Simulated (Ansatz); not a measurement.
Cartesian coordinates in Å:
```
N 1.242 0.676 -1.593
Si 1.746 0.577 0.060
O 0.629 -0.221 0.946
Si -0.909 -0.679 0.602
N -1.873 0.723 0.706
O -1.392 -1.822 1.660
O -0.977 -1.310 -0.903
H 1.893 0.386 -2.307
H 0.723 1.485 -1.899
H 3.019 -0.184 0.074
H 1.921 1.925 0.656
H -1.819 1.282 1.544
H -2.826 0.671 0.380
H -0.978 -2.683 1.583
H -0.398 -0.826 -1.509
```

The species carries charge 0 and has multiplicity 1.

(1) List the r2SCAN/def2-TZVPP orbital energies in eV (the Gaussian-basis code of Ansatz). (Estimate.)

Answers

(1) Computed: Occupied: -1791.86, -1791.64, -515.46, -515.44, -515.22, -385.21, -384.57, -142.05, -141.95, -96.95, -96.92, -96.89, -96.83, -96.82, -96.79, -26.56, -25.81, -25.61, -22.58, -22.02, -14.66, -13.61, -12.92, -12.73, -12.31, -11.96, -11.12, -10.39, -9.68, -9.26, -8.87, -8.38, -7.86, -7.78, -7.50, -6.97, -6.50. Lowest empty: 0.19, 0.55, 1.25, 1.76, 1.93, 2.07, 2.41, 2.69.
